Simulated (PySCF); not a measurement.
**Polarisability and C₆ of Ag²⁺ (silver, charge +2)**

[Kr] 4d9, 2D determinant. Computed with PySCF 2.14 in aug-cc-pwCVTZ-PP with ECP28MDF (8s8p7d4f3g, 122 functions), with a scalar-relativistic core potential. Coupled (time-dependent) response in atomic units; α is the mean over directions.

| method | mean α (bohr³) | α xx, yy, zz | C₆ (like pair) | S(−4) |
| --- | --- | --- | --- | --- |
| PBE0 | 5.975 | 5.839, 5.839, 6.246 | 30.82 | 8.009 |
| M06-L | 6.117 | 5.950, 5.950, 6.452 | 31.81 | 8.356 |

S(−4) is the Cauchy moment in α(ω) = α(0) + S(−4) ω² + …

Spin-orbit coupling is absent.

α(iu) at M06-L:

| u (hartree) | α(iu) (bohr³) |
| --- | --- |
| 0 | 6.117 |
| 0.0500 | 6.096 |
| 0.100 | 6.036 |
| 0.200 | 5.812 |
| 0.300 | 5.498 |
| 0.500 | 4.782 |
| 0.750 | 3.966 |
| 1.00 | 3.306 |
| 1.50 | 2.365 |
| 2.00 | 1.755 |
| 3.00 | 1.058 |
| 5.00 | 0.4877 |

For an ion, C₆ is the dispersion term alone; charge-induced terms of lower order in 1/R come first.

The components differ because the open shell of this determinant is not spherical; for a pure term their mean is the scalar polarisability.

Energies and moments cover only the electrons outside the core potential.
